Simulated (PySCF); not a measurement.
Si(H)2(Me)(NH2) (CH7NSi), SMILES C[SiH2]N.

Geometry optimised at PBE0-D3(BJ)/def2-SVP. One conformer was computed; it need not be the lowest.

These are PBE/def2-TZVPD (PySCF) values and carry that method's errors.

Symmetry labels are those of the subgroup Cs that the program uses (full group Cs).

Computed valence orbital energies around the gap with their symmetry:
```csv
orbital,symmetry,energy (eV)
HOMO−7,A',-12.66
HOMO−6,A",-11.95
HOMO−5,A',-9.91
HOMO−4,A",-9.78
HOMO−3,A',-9.14
HOMO−2,A',-7.87
HOMO−1,A",-7.71
HOMO,A',-5.87
LUMO,A',-0.57
LUMO+1,A',0.02
LUMO+2,A',0.59
LUMO+3,A',0.86
```
